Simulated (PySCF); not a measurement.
# Electric properties by functional and basis

Species: 1,2-dibromopropane, C₃H₆Br₂.
Z-matrix (Å and degrees, PBE0-D3(BJ)/def2-SVP geometry), rows numbered from 1:
```
C 
C   1  1.5102
Br  2  1.9696  1  109.73
C   2  1.5128  1  115.19  3   119.50
Br  4  1.9497  2  110.98  1    66.19
H   1  1.1003  2  110.92  3   -61.57
H   1  1.1011  2  109.35  3   178.83
H   1  1.0981  2  110.90  3    59.11
H   2  1.0987  1  111.31  3  -114.64
H   4  1.0980  2  111.59  1   -52.85
H   4  1.0958  2  111.58  1  -175.77
```

PySCF, dipoles from the SCF density, polarisabilities from static response with core orbitals frozen. Isolated species at its PBE0-D3(BJ)/def2-SVP geometry (one conformer only). Relativistic effects, spin–orbit coupling among them, are left out although an element past zinc is present.

The anisotropy is √(½[(α1 − α2)² + (α2 − α3)² + (α3 − α1)²]).

| level | μ (D) | α (Å³) | anisotropy (Å³) |
| --- | --- | --- | --- |
| LDA/def2-SVPD | 0.596 | 12.99 | 6.38 |
| PBE/def2-SVPD | 0.589 | 12.92 | 6.40 |
| B3LYP/def2-SVPD | 0.590 | 12.54 | 6.16 |
| PBE0/def2-SVPD | 0.599 | 12.39 | 6.03 |
| BHandHLYP/def2-SVPD | 0.602 | 12.09 | 5.91 |
| CAM-B3LYP/def2-SVPD | 0.586 | 12.27 | 5.87 |
| wB97X-D/def2-SVPD | 0.611 | 12.28 | 5.85 |
| LC-wPBE/def2-SVPD | 0.583 | 11.92 | 5.58 |
| HF/def2-SVPD | 0.637 | 11.74 | 5.77 |
| PBE0/6-31G* | 0.601 | 9.67 | 6.53 |
| PBE0/def2-SVP | 0.517 | 9.69 | 6.04 |
| PBE0/aug-cc-pVDZ | 0.605 | 12.36 | 6.24 |
| PBE0/def2-TZVP | 0.574 | 11.50 | 6.52 |
| PBE0/def2-TZVPD | 0.595 | 12.56 | 6.11 |

The dipole runs from 0.52 D (PBE0/def2-SVP) to 0.64 D (HF/def2-SVPD). No reference polarisability is at hand; against PBE0 in the largest diffuse basis at hand (def2-TZVPD) the other PBE0 rows deviate by 6-31G* -23%, def2-SVP -23%, def2-SVPD -1%, aug-cc-pVDZ -2%, def2-TZVP -8%. In one basis (def2-SVPD) the functionals order the polarisability from HF (lowest) to LDA (highest), a spread of 11%. With PBE0 the polarisability is 10.29 Å³ without diffuse functions (mean of 6-31G*, def2-SVP and def2-TZVP) and 12.43 Å³ with them (mean of def2-SVPD, aug-cc-pVDZ and def2-TZVPD).
